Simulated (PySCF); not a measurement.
Computed IR spectrum (relative IR intensity) of a molecule C2H8GeO. The structure is a stationary point at PBE-D3(BJ)/def2-SVP. One conformer was computed; it need not be the lowest. These are PySCF 2.14.0 with PBE-D3(BJ)/def2-SVP values and carry that method's errors. Frequencies are harmonic and unscaled.

Lines under 2 % of the strongest are left out, and lines within 2 cm⁻¹ are merged.

```json
[
 {"ν (cm⁻¹)": "131", "relative intensity": "53"},
 {"ν (cm⁻¹)": "158", "relative intensity": "18"},
 {"ν (cm⁻¹)": "271", "relative intensity": "5.0"},
 {"ν (cm⁻¹)": "459", "relative intensity": "18"},
 {"ν (cm⁻¹)": "559", "relative intensity": "13"},
 {"ν (cm⁻¹)": "634", "relative intensity": "22"},
 {"ν (cm⁻¹)": "663", "relative intensity": "52"},
 {"ν (cm⁻¹)": "692", "relative intensity": "16"},
 {"ν (cm⁻¹)": "774", "relative intensity": "74"},
 {"ν (cm⁻¹)": "822", "relative intensity": "48"},
 {"ν (cm⁻¹)": "907", "relative intensity": "45"},
 {"ν (cm⁻¹)": "936", "relative intensity": "7.3"},
 {"ν (cm⁻¹)": "953", "relative intensity": "5.0"},
 {"ν (cm⁻¹)": "1029", "relative intensity": "6.3"},
 {"ν (cm⁻¹)": "1384", "relative intensity": "2.1"},
 {"ν (cm⁻¹)": "1424", "relative intensity": "3.6"},
 {"ν (cm⁻¹)": "1428", "relative intensity": "3.7"},
 {"ν (cm⁻¹)": "2028", "relative intensity": "100"},
 {"ν (cm⁻¹)": "2095", "relative intensity": "94"},
 {"ν (cm⁻¹)": "2960", "relative intensity": "21"},
 {"ν (cm⁻¹)": "2981", "relative intensity": "7.9"},
 {"ν (cm⁻¹)": "3044", "relative intensity": "13"},
 {"ν (cm⁻¹)": "3052", "relative intensity": "17"},
 {"ν (cm⁻¹)": "3742", "relative intensity": "30"}
]
```

Problem. Which structure fits?
(A) C[O][GeH2][CH3]
(B) C[C@@H](O)[GeH3]
(C) [CH3][GeH2][CH2]O
(D) C[CH2][GeH2][OH]

Solution. D, C[CH2][GeH2][OH]
